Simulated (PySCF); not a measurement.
# Radial density of In⁺ (indium, charge +1)

M06-2X, [Kr] 4d10 5s1 5d1, 5s spin antiparallel (an excited configuration). All numbers are calculated (PySCF 2.14, scalar relativity by spin-free X2C-1e, in x2c-QZVPPall with one added diffuse shell each of s, p, d, f type (14s10p8d5f1g, 128 functions)).

```
r (bohr)  4πr²ρ (e/bohr)  4πr²(ρα − ρβ)
  0.0230           62.80        -0.0054
  0.0386           54.18         0.0013
  0.0649           68.61        -0.0131
   0.109           76.51        -0.0086
   0.184           55.06         0.0047
   0.309           62.46        -0.0264
   0.520           21.23        -0.0484
   0.874           21.70         0.0305
    1.47           7.274        -0.3110
    2.47           1.051        -0.4135
    4.16          0.2954         0.1696
    7.00         0.09804         0.0977
    11.8        0.006169         0.0062
```

Densities and radii are taken from the X2C orbitals without a picture-change correction, which distorts them close to the nucleus.

The outer electron is Rydberg-like, and this basis confines it to a smaller radius and binds it less than a complete one would. With the s spin flipped the determinant is a mixture of two multiplicities, not a spectroscopic state.
